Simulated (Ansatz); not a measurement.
Ansatz (a program for electronic structure) input:

Ansatz 0.2 input:
```yaml
crystal:
  periodic: [false, false, false]
  atoms:
    - {symbol: Si, position_ang: [0.61935316, 0.46212061, -0.57052407]}
    - {symbol: C, position_ang: [1.51416847, -1.11421103, -0.97240502]}
    - {symbol: Cl, position_ang: [1.26329595, 1.06153152, 1.32309460]}
    - {symbol: N, position_ang: [-1.08618141, 0.26701410, -0.62362124]}
    - {symbol: Si, position_ang: [-2.07521077, -0.99552362, 0.03929347]}
    - {symbol: H, position_ang: [0.96705326, 1.57152350, -1.47993301]}
    - {symbol: H, position_ang: [1.23353817, -1.46902457, -1.96618125]}
    - {symbol: H, position_ang: [2.59239229, -0.94845496, -0.95259491]}
    - {symbol: H, position_ang: [1.28110662, -1.89540442, -0.24805331]}
    - {symbol: H, position_ang: [-1.58565179, 1.10407908, -0.89585898]}
    - {symbol: H, position_ang: [-2.82389633, -0.55106991, 1.23912306]}
    - {symbol: H, position_ang: [-1.17752912, -2.10960771, 0.40975051]}
    - {symbol: H, position_ang: [-3.06277834, -1.46426729, -0.96185291]}
basis:
  gaussian:
    orbitals: def2-TZVP
hamiltonian:
  xc: {name: PBE0}
relax: {f_tol: 0.003, max_steps: 100}
```

### Question
Predict the final energy.

### Answer
-1136.53168 Eh (PBE0/def2-TZVP). The basis has 221 functions.
